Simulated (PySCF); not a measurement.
Pd: ionisation energy

Pd [Kr] 4d10 → Pd⁺ [Kr] 4d9 [4d3/2^4 4d5/2^5, M_J = 5/2], as a difference of total energies. Computed with PySCF 2.14 in x2c-TZVPPall-2c (8s9p7d2f1g, 93 functions), with the two-component X2C-1e Hamiltonian. Correlated levels: [Ar] 3d10 frozen; the 6 highest virtual spinors dropped. "Screened" scales the spin-orbit matrix elements by Boettger's factors to mimic the two-electron term; Breit and QED terms are absent.

```csv
method,ionisation energy (eV),error (eV)
GHF (spin-free),6.360,-1.977
GMP2 (spin-free),8.691,+0.354
GHF (screened spin-orbit),6.185,-2.152
GMP2 (screened spin-orbit),8.503,+0.166
```

Reference: 8.337 eV (measured; NIST Atomic Spectra Database, ionization energies).

The spin-free rows lack the spin-orbit shift.

Errors of the correlated levels include the incompleteness of this basis and the frozen core.
